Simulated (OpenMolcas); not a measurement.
# Run times for BGeH3Cl2 (SMILES Cl[B](Cl)[GeH3])

BGeH3Cl2 has 7 atoms, charge 0, and is taken as a singlet. SMILES: `Cl[B](Cl)[GeH3]`. The coordinates come from a PBE0-D4/def2-TZVP relaxation.

```xyz
7

Cl    1.7495   -1.4282    1.2087
B     0.2064   -1.0219    0.5115
Cl   -1.0824   -2.1918    0.6047
Ge   -0.1231    0.7985   -0.4122
H    -0.5562    0.5606   -1.8683
H    -1.2661    1.5343    0.3067
H     1.1333    1.6805   -0.3967
```

Program: OpenMolcas 26.06. Hardware: 1 thread of Intel Xeon 6975P-C (Granite Rapids), shared host, so times are rough. Two-electron integrals are exact unless an approximation is named.

(1) Estimate their order by wall time, quickest first.
A. energy at MP2/cc-pVDZ, 20 core orbitals frozen
B. energy at B2PLYP/cc-pVDZ, 20 core orbitals frozen, grid UltraFine
C. energy at CCSD(T)/cc-pVDZ, 20 core orbitals frozen
D. gradient at HF/STO-3G

Answers

(1) D (1.8 s), A (5.7 s), B (18 s), C (49 s).
